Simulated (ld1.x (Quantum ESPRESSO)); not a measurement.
Reading a pseudo-wave (silicon (Si))

Columns: radius, all-electron u(r) and pseudo u(r) of the 3p shell (level -11.76 eV) of silicon in the configuration [Ne] 3s2 3p1; LDA (PZ), non-relativistic, PAW scheme, ld1.x (Quantum ESPRESSO) 7.5.

```tsv
r (bohr)	all-electron	pseudo
0.090	0.1015	-0.0044
0.180	0.2286	-0.0174
0.270	0.2930	-0.0386
0.360	0.2940	-0.0672
0.450	0.2491	-0.1022
0.540	0.1760	-0.1425
0.630	0.0876	-0.1868
0.720	-0.0066	-0.2337
0.810	-0.1007	-0.2821
0.900	-0.1907	-0.3307
0.990	-0.2742	-0.3785
1.080	-0.3499	-0.4244
1.170	-0.4170	-0.4678
1.260	-0.4756	-0.5080
1.350	-0.5256	-0.5447
1.440	-0.5675	-0.5774
1.530	-0.6016	-0.6058
1.620	-0.6285	-0.6298
1.710	-0.6489	-0.6490
1.800	-0.6631	-0.6631
1.890	-0.6719	-0.6719
1.980	-0.6759	-0.6759
2.070	-0.6755	-0.6755
2.160	-0.6714	-0.6714
2.250	-0.6641	-0.6641
2.340	-0.6540	-0.6540
```

(1) How many radial nodes do the two functions have?

(2) At about which radius was the pseudo-wave matched?

(3) Is the pseudo-wave norm-conserving?

Results:

(1) The all-electron 3p function has n − l − 1 = 1; the pseudo-wave has 0, since the states of the same l below it are removed with the core.

(2) 1.80 bohr, where the columns begin to agree (steps of 0.09 bohr).

(3) No, it belongs to a PAW set: the norm inside the radius is not constrained, and the difference is carried by the augmentation charge.
